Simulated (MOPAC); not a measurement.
MOPAC input (AM1):

```
AM1 1SCF UHF MS=0.5 GEO-OK AUX(PRECISION=9) THREADS=1
I2Sb

Sb   -0.61153293 1   -0.48845125 1    0.87283156 1
I    -1.01210683 1    1.89001114 1   -0.40903937 1
I     1.60056305 1   -1.41999201 1   -0.43085515 1
```

Output:

```
 *******************************************************************************
 **                                                                           **
 **                              MOPAC v23.2.5                                **
 **                                                                           **
 *******************************************************************************
 ** MOPAC's Digital Object Identifier: https://doi.org/10.5281/zenodo.6511958 **
 **                                                                           **
 ** Please cite the open-source release paper for use of this MOPAC version:  **
 ** J. E. Moussa and J. J. P. Stewart (2026)                                  **
 ** MOPAC: An open-source semiempirical molecular orbital program             **
 ** J. Open Source Softw., 11(119), 8025, https://doi.org/10.21105/joss.08025 **
 *******************************************************************************

                              AM1 CALCULATION RESULTS

 *******************************************************************************
 *  AM1        - The AM1 Hamiltonian to be used
 *  GEO-OK     - OVERRIDE INTERATOMIC DISTANCE AND OTHER SAFETY CHECKS
 *  UHF        - UNRESTRICTED HARTREE-FOCK CALCULATION
 *  MS=        - IN MECI, MAGNETIC COMPONENT OF SPIN =  0.5
 *  1SCF       - DO 1 SCF AND THEN STOP
 *  AUX        - OUTPUT AUXILIARY INFORMATION
 *******************************************************************************
AM1 1SCF UHF MS=0.5 GEO-OK AUX(PRECISION=9) THREADS=1
 I2Sb

   ATOM   CHEMICAL          X               Y               Z
  NUMBER   SYMBOL      (ANGSTROMS)     (ANGSTROMS)     (ANGSTROMS)

     1      Sb         -0.61153293  *  -0.48845125  *   0.87283156  *
     2       I         -1.01210683  *   1.89001114  *  -0.40903937  *
     3       I          1.60056305  *  -1.41999201  *  -0.43085515  *

          CARTESIAN COORDINATES

    NO.       ATOM           X           Y           Z

     1        Sb         -0.6115     -0.4885      0.8728
     2         I         -1.0121      1.8900     -0.4090
     3         I          1.6006     -1.4200     -0.4309

 Sb: (AM1): J. J. P. STEWART, J. MOL. MOD., 10, 155-164 (2004)
  I: (AM1): M.J.S. DEWAR AND E. G. ZOEBISCH, THEOCHEM, 180, 1 (1988).

           Empirical Formula: Sb I2  =     3 atoms

      MOLECULAR POINT GROUP   :   C2v

          UHF CALCULATION, NO. OF ALPHA ELECTRONS =   10
                           NO. OF BETA  ELECTRONS =    9

 -------------------------------------------------------------------------------
 AM1 1SCF UHF MS=0.5 GEO-OK AUX(PRECISION=9) THREADS=1
 I2Sb

     1SCF WAS SPECIFIED, SO BFGS WAS NOT USED
     SCF FIELD WAS ACHIEVED

                              AM1 CALCULATION
                                                       MOPAC v23.2.5 Linux

          FINAL HEAT OF FORMATION =         29.33657 KCAL/MOL =     122.74423 KJ/MOL

          COSMO AREA              =        146.43 SQUARE ANGSTROMS
          COSMO VOLUME            =        145.96 CUBIC ANGSTROMS

          IONIZATION POTENTIAL    =          9.098213 EV
          ALPHA SOMO LUMO (EV)    =         -9.098 -2.101
          BETA  SOMO LUMO (EV)    =         -9.789 -2.815
          NO. OF ALPHA ELECTRONS  =         10
          NO. OF BETA  ELECTRONS  =          9
          MOLECULAR WEIGHT        =        375.5590         POINT GROUP:  C2v

          MOLECULAR DIMENSIONS (Angstroms)

            Atom       Atom       Distance
            I     3    I     2     4.21695
            I     2   Sb     1     1.73640
            I     2   Sb     1     0.00000

          SCF CALCULATIONS        =          1

   ATOM   CHEMICAL          X               Y               Z
  NUMBER   SYMBOL      (ANGSTROMS)     (ANGSTROMS)     (ANGSTROMS)

     1      Sb         -0.61153293  *  -0.48845125  *   0.87283156  *
     2       I         -1.01210683  *   1.89001114  *  -0.40903937  *
     3       I          1.60056305  *  -1.41999201  *  -0.43085515  *

                             CARTESIAN COORDINATES

   1   Sb       -0.611532930    -0.488451250     0.872831560
   2    I       -1.012106830     1.890011140    -0.409039370
   3    I        1.600563050    -1.419992010    -0.430855150

           Empirical Formula: Sb I2  =     3 atoms

      MOLECULAR POINT GROUP   :   C2v

          ALPHA EIGENVALUES
 -30.05064 -29.04965 -18.64147 -11.56871 -10.98136 -10.93711 -10.57526 -10.32529
 -10.17012  -9.09821  -2.10062  -1.82431

           BETA EIGENVALUES
 -29.61185 -28.58235 -18.10563 -11.04902 -10.85885 -10.55165 -10.26678 -10.12648
  -9.78872  -2.81534  -1.85154  -1.56725

              NET ATOMIC CHARGES AND DIPOLE CONTRIBUTIONS

  ATOM NO.   TYPE          CHARGE      No. of ELECS.   s-Pop       p-Pop
    1         Sb           0.457475        4.5425     1.94037     2.60215
    2          I          -0.228539        7.2285     1.99078     5.23776
    3          I          -0.228937        7.2289     1.99077     5.23817
 DIPOLE           X         Y         Z       TOTAL
 POINT-CHG.    -1.993    -1.587     2.841     3.815
 HYBRID         0.549     0.437    -0.783     1.052
 SUM           -1.444    -1.149     2.058     2.764

          ATOMIC ORBITAL ELECTRON POPULATIONS

     Atom    s        px        py        pz
    1 Sb   1.94037   0.86352   0.80497   0.93367
    2  I   1.99078   1.96706   1.43908   1.83163
    3  I   1.99077   1.51455   1.89721   1.82641

                    (SZ)    =    0.500000
                    (S**2)  =    0.836647

          ATOMIC ORBITAL SPIN POPULATIONS

    Atom   Total    s     px     py     pz
         Atomic
    1 Sb  0.5844  0.022  0.206  0.062  0.295
    2  I  0.2103 -0.001  0.010  0.147  0.054
    3  I  0.2053 -0.001  0.129  0.023  0.054

 **********************
 *                    *
 * JOB ENDED NORMALLY *
 *                    *
 **********************

 == MOPAC DONE ==
```

The geometry given is a B3LYP-D3(BJ)/def2-TZVP minimum.
